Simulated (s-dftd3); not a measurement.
C$_{3}$H$_{8}$N (SMILES [CH2]NCC), doublet, geometry from GFN2-xTB; D3(op) for tpssh run with s-dftd3.

Input for s-dftd3:
```
$ s-dftd3 mol.xyz --op tpssh --json dftd3.json --noedisp --grad

# file mol.xyz
12

C      1.83837788     0.50768624     0.14523692
N      0.47015236     0.43049383     0.36749993
C     -0.35118331    -0.32436927    -0.54864423
C     -1.73716938    -0.54538228     0.04424207
H      2.31059317    -0.39053467    -0.20746643
H      2.38702468     1.14489471     0.81266347
H      0.05420302     1.31043497     0.64595892
H     -0.44485095     0.17886649    -1.52564641
H      0.14296480    -1.28515797    -0.71687676
H     -1.65803034    -1.04878092     1.00444777
H     -2.33823590    -1.15637235    -0.62364002
H     -2.24488629     0.40558487     0.19305125
```

The log (banner, timings and long lists left out):

```
-----------------------------------
 s i m p l e   D F T - D 3  v1.4.0
-----------------------------------

Optimized power damping: tpssh-D3(op)
--------------------
   s6        1.0000
   s8        0.4319
   s9        0.0000
   a1        0.5750
   a1        3.0000
  alp       14.0000
 beta        8.0000
--------------------

Dispersion energy:      -3.5843030070996E-03 Eh

Gradient norm:           5.2029036338719E-04 Eh/a0
--------------------------------------------------
     #    Z           dE/dx      dE/dy      dE/dz
--------------------------------------------------
     1    6 C    -6.913E-05 -7.109E-05 -1.132E-04
     2    7 N    -1.314E-04 -1.326E-04 -7.199E-05
     3    6 C     7.655E-06  8.141E-06  9.783E-05
     4    6 C     1.133E-04  9.503E-05 -2.472E-05
     5    1 H    -1.116E-04 -2.701E-05  3.675E-06
     6    1 H    -3.768E-05  2.892E-05  2.320E-05
     7    1 H    -3.478E-05 -5.149E-05 -9.420E-05
     8    1 H    -9.721E-05  6.531E-06  2.239E-04
     9    1 H     3.727E-05  1.393E-04  1.130E-04
    10    1 H     4.466E-05 -9.154E-06 -8.200E-05
    11    1 H     1.003E-04  1.835E-05 -3.838E-05
    12    1 H     1.785E-04 -4.962E-06 -3.711E-05
--------------------------------------------------

Virial:
--------------------------------------------------
      component           x          y          z
--------------------------------------------------
          x      -2.643E-03 -6.741E-04  9.626E-05
          y      -6.741E-04 -6.860E-04 -3.684E-04
          z       9.626E-05 -3.684E-04 -1.188E-03
--------------------------------------------------

[Info] JSON dump of results written to 'dftd3.json'
```
